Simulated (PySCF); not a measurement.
Geometry (Å), atoms numbered from 1 in this order:
```xyz
22

C    -1.840   -0.635   -1.253
C    -2.007    0.193   -0.224
C    -3.144    1.166   -0.175
C    -1.104    0.230    0.939
N    -1.311    1.134    1.800
C     0.025   -0.774    1.036
C     1.231   -0.263    0.258
S     2.607   -1.474    0.362
Si    4.137   -0.378   -0.655
H    -2.523   -0.621   -2.087
H    -1.038   -1.349   -1.322
H    -3.774    1.077   -1.056
H    -3.738    0.987    0.717
H    -2.757    2.180   -0.101
H    -0.669    1.133    2.590
H     0.312   -0.898    2.083
H    -0.277   -1.748    0.653
H     0.987   -0.123   -0.795
H     1.583    0.682    0.673
H     4.347    0.869    0.075
H     5.278   -1.271   -0.615
H     3.664   -0.097   -2.006
```

PySCF 2.14.0 with density-fitted response routines calculation with GFN2-xTB structure and shieldings: GIAO PBE0/pcSseg-1; one conformer, one averaged value for each set of equivalent atoms, non-relativistic Hamiltonian, isolated molecule.

Chemical shifts δ = σref − σ; TMS for $^{13}$C (σref 186.93) and $^{1}$H (σref 31.72) and $^{29}$Si (σref 349.16); NH3 for $^{15}$N (σref 267.73); $^{33}$S (σref 503.73) against CS2, all at this level.

```csv
atoms,nucleus,count,Hirshfeld charge,δ (ppm)
S8,$^{33}$S,1,-0.10,?
C1,$^{13}$C,1,-0.09,?
H18/H19,$^{1}$H,2,0.04,2.55
C3,$^{13}$C,1,-0.12,24.2
H11,$^{1}$H,1,0.05,?
C6,$^{13}$C,1,-0.08,44.5
H10,$^{1}$H,1,0.05,5.96
C2,$^{13}$C,1,0.01,?
H20/H21/H22,$^{1}$H,3,-0.07,?
Si9,$^{29}$Si,1,0.30,-54.6
C4,$^{13}$C,1,0.10,179.4
C7,$^{13}$C,1,-0.07,36.7
H15,$^{1}$H,1,0.11,10.90
H16/H17,$^{1}$H,2,0.04,2.66
N5,$^{15}$N,1,-0.21,363.4
H12/H13/H14,$^{1}$H,3,0.04,2.10
```

**Question.** Estimate the values marked ?.

**Answer.** 
- C2: 153.8 ppm, carbon bonded to 3 C
- C1: 126.2 ppm, carbon bonded to C, 2 H
- H11: 5.80 ppm, hydrogen on a carbon bonded to C
- H20/H21/H22: 4.56 ppm, hydrogen on a silicon bonded to S
- S8: -181 ppm, sulfur bonded to C, Si

OH and NH positions are those of a molecule without intermolecular hydrogen bonds; in solution they move with solvent, concentration and temperature, and exchange usually removes their couplings. Shifts are as computed. Against solution values, carbons near 30 ppm lie about +3 ppm off and those near 130 ppm about +5 ppm. Of 1211 compounds with measured shifts, 218 miss one by over three times the rms of a fit or turn the order of signals round; such compounds aren't used in these exercises. Experimental scales use liquid or dissolved standards, which lie at an offset from isolated NH3 (liquid NH3: subtract about 20 ppm). Unscaled 15N shifts of sp2 nitrogen come out 20 to 40 ppm too high even then.
